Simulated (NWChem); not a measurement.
System meant: C₂H₅Se anion

Here is an NWChem input.

```
start job
memory heap 200 mb stack 900 mb global 1100 mb
charge -1
geometry units angstroms noautosym nocenter noautoz
  C      0.417191     2.066600     0.000000
  C     -0.663661     0.987028     0.000000
  Se     0.058063    -0.876984     0.000000
  H      1.063250     1.966134    -0.885707
  H     -0.018599     3.087089     0.000000
  H      1.063250     1.966134     0.885707
  H     -1.307355     1.110077    -0.885749
  H     -1.307355     1.110077     0.885749
end
basis spherical
  * library def2-svp
end
dft
  xc xtpss03 ctpss03
  iterations 150
end
property
  shielding 6 1 2 3 4 5 7
end
task dft property
```

End of the output:

```
 Vector   29  Occ=0.000000D+00  E= 2.614819D-01
              MO Center=  8.3D-02,  1.6D+00, -2.2D-09, r^2= 6.0D+00
   Bfn.  Coefficient  Atom+Function         Bfn.  Coefficient  Atom+Function
  ----- ------------  ---------------      ----- ------------  ---------------
    17     -2.033029  2 C  s                  3      1.967518  1 C  s
    62     -1.225058  4 H  s                 72     -1.225058  6 H  s
    77      1.048073  7 H  s                 82      1.048073  8 H  s
     8     -0.586219  1 C  py                 7      0.386955  1 C  px
    67      0.383738  5 H  s                 22     -0.332834  2 C  py

 center of mass
 --------------
 x =   0.01949668 y =  -0.40705942 z =   0.00000000

 moments of inertia (a.u.)
 ------------------
         505.914917412780           0.223726715590           0.000000000000
           0.223726715590          58.977035289037           0.000000000000
           0.000000000000           0.000000000000         542.304173490797

     Multipole analysis of the density
     ---------------------------------

     L   x y z        total         alpha         beta         nuclear
     -   - - -        -----         -----         ----         -------
     0   0 0 0     -1.000000    -26.000000    -26.000000     51.000000

     1   1 0 0     -0.141275     -0.059784     -0.059784     -0.021707
     1   0 1 0      0.973118      2.618337      2.618337     -4.263556
     1   0 0 1     -0.000000     -0.000000     -0.000000      0.000000

     2   2 0 0    -28.209191    -31.033746    -31.033746     33.858301
     2   1 1 0     -0.617786     -1.616681     -1.616681      2.615577
     2   1 0 1     -0.000000     -0.000000     -0.000000      0.000000
     2   0 2 0    -32.116276   -154.161582   -154.161582    276.206887
     2   0 1 1      0.000000      0.000000      0.000000      0.000000
     2   0 0 2    -27.979591    -19.592896    -19.592896     11.206201

          -----------------------------------------
          Chemical Shielding Tensors (GIAO, in ppm)
          -----------------------------------------

 ------------------------------------------------------------------------
  xtpss03: d2 not coded                    0
 ------------------------------------------------------------------------
 ------------------------------------------------------------------------
  current input line :
    24: task dft property
 ------------------------------------------------------------------------
 ------------------------------------------------------------------------
 This error has not yet been assigned to a category
 ------------------------------------------------------------------------
 For more information see the NWChem manual at https://nwchemgit.github.io

0: xtpss03: d2 not coded:Received an Error in Communication
```

Can this run be used? If not, why, and what is the fix?

The run crashed. Cause: this functional's second derivatives, which shieldings need, aren't coded here; the fix takes a hybrid GGA instead. This input runs:
```
start job
memory heap 200 mb stack 900 mb global 1100 mb
charge -1
geometry units angstroms noautosym nocenter noautoz
  C      0.417191     2.066600     0.000000
  C     -0.663661     0.987028     0.000000
  Se     0.058063    -0.876984     0.000000
  H      1.063250     1.966134    -0.885707
  H     -0.018599     3.087089     0.000000
  H      1.063250     1.966134     0.885707
  H     -1.307355     1.110077    -0.885749
  H     -1.307355     1.110077     0.885749
end
basis spherical
  * library def2-svp
end
dft
  xc pbe0
  iterations 150
end
property
  shielding 6 1 2 3 4 5 7
end
task dft property
```
It converges to -2480.05834 Ha (PBE0/def2-SVP, GIAO).
